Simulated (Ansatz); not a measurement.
`BC(B)C`, charge 0, multiplicity 1.

Give a relaxed structure at PBE0-D4/def2-TZVP (the Gaussian-basis code of Ansatz). (Estimate.)

Ansatz gave: 
Cartesian coordinates in Å:
```
B -0.9553 0.1759 -1.1769
C -0.0736 0.2806 0.0924
B -0.7807 -0.5566 1.1872
C 1.4315 0.1161 -0.0697
H -0.4930 -0.2229 -2.2088
H -2.1092 0.4906 -1.1392
H -0.3764 1.2973 0.4296
H -1.9151 -0.3233 1.4883
H -0.2014 -1.4474 1.7424
H 1.8408 0.8042 -0.8132
H 1.9651 0.2832 0.8690
H 1.6673 -0.8976 -0.4011
```
Point group Cs.
This is one stationary point; other conformers may exist.
